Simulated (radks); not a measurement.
Task: Os69+, 7 electrons, occupied as [He] 2s2 2p3 (the NIST ground configuration). All-electron calculation, non-relativistic Kohn-Sham, LB94 model potential, spin-polarised, spherical densities, point nucleus; open shells are filled with parallel spins first (spin-orbit coupling, left out, can overturn this in heavy ions); relativity is left out, which matters for an element this heavy. Program: a radial shooting solver on a logarithmic mesh with Libxc functionals. Some entries of the table are withheld. Estimate them.

| orbital | occ. | eigenvalue (hartree) | <1/r> (bohr^-1) |
|---|---|---|---|
| 1s down | 1 | -2750.276 | (1) |
| 1s up | 1 | -2749.566 | (2) |
| 2s up | 1 | -648.1879 | (3) |
| 2s down | 1 | -644.5960 | (4) |
| 2p up | 3 | -638.4882 | 18.29 |
| 2p down | 0 | -635.0120 | 18.30 |

Result: 
(1) 1s down <1/r> (bohr^-1): 75.59
(2) 1s up <1/r> (bohr^-1): 75.57
(3) 2s up <1/r> (bohr^-1): 18.31
(4) 2s down <1/r> (bohr^-1): 18.27
